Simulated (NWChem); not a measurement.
System meant: ZrF4; SMILES [F][Zr]([F])([F])[F]

Input file for NWChem:

```
start job
memory heap 200 mb stack 900 mb global 1100 mb
geometry units angstroms noautoz
  Zr    -0.000012    -0.000004     0.000007
  F      1.527063     0.286889     1.085322
  F     -1.513417    -0.291381     1.103113
  F      0.282230    -1.518072    -1.099074
  F     -0.295984     1.522514    -1.089270
end
basis spherical
  * library def2-svp
end
ecp
  Zr library def2-ecp
end
dft
  odft
  mult 2
  xc pbe0
  iterations 150
  mulliken
end
task dft energy
```

End of the output:

```
 ==============================================================================
                                 internuclear angles
 ------------------------------------------------------------------------------
        center 1       |       center 2       |       center 3       |  degrees
 ------------------------------------------------------------------------------
    2 F                |   1 Zr               |   3 F                |   109.47
    2 F                |   1 Zr               |   4 F                |   109.47
    2 F                |   1 Zr               |   5 F                |   109.47
    3 F                |   1 Zr               |   4 F                |   109.47
    3 F                |   1 Zr               |   5 F                |   109.47
    4 F                |   1 Zr               |   5 F                |   109.48
 ------------------------------------------------------------------------------
                            number of included internuclear angles:          6
 ==============================================================================

 Summary of "ao basis" -> "" (spherical)
 ------------------------------------------------------------------------------
       Tag                 Description            Shells   Functions and Types
 ---------------- ------------------------------  ------  ---------------------
 *                          def2-svp                  on all atoms

                                 NWChem DFT Module
                                 -----------------

 Summary of "ao basis" -> "ao basis" (spherical)
 ------------------------------------------------------------------------------
       Tag                 Description            Shells   Functions and Types
 ---------------- ------------------------------  ------  ---------------------
 Zr                         def2-svp                11       31   5s3p2d1f
 F                          def2-svp                 6       14   3s2p1d

 Summary of "ao basis" -> "ao basis" (spherical)
 ------------------------------------------------------------------------------
       Tag                 Description            Shells   Functions and Types
 ---------------- ------------------------------  ------  ---------------------
 Zr                         def2-svp                11       31   5s3p2d1f
 F                          def2-svp                 6       14   3s2p1d

  number of electrons :                   48
  multiplicity        :                    2
 ------------------------------------------------------------------------
  no. of electrons and multiplicity not compatible                  48
 ------------------------------------------------------------------------
 ------------------------------------------------------------------------
  current input line :
    23: task dft energy
 ------------------------------------------------------------------------
 ------------------------------------------------------------------------
 There is an error in the input file
 ------------------------------------------------------------------------
 For more information see the NWChem manual at https://nwchemgit.github.io

0: no. of electrons and multiplicity not compatible:Received an Error in Communication
```

Question: Find the fault in this run and fix the input.

Answer: The input was rejected before any calculation. Cause: the multiplicity doesn't fit the number of electrons (an even count wants an odd multiplicity, and the reverse). This input runs:
```
start job
memory heap 200 mb stack 900 mb global 1100 mb
geometry units angstroms noautoz
  Zr    -0.000012    -0.000004     0.000007
  F      1.527063     0.286889     1.085322
  F     -1.513417    -0.291381     1.103113
  F      0.282230    -1.518072    -1.099074
  F     -0.295984     1.522514    -1.089270
end
basis spherical
  * library def2-svp
end
ecp
  Zr library def2-ecp
end
dft
  xc pbe0
  iterations 150
  mulliken
end
task dft energy
```
It converges to -446.06175 Ha (PBE0/def2-SVP with def2 effective core potentials on Zr).
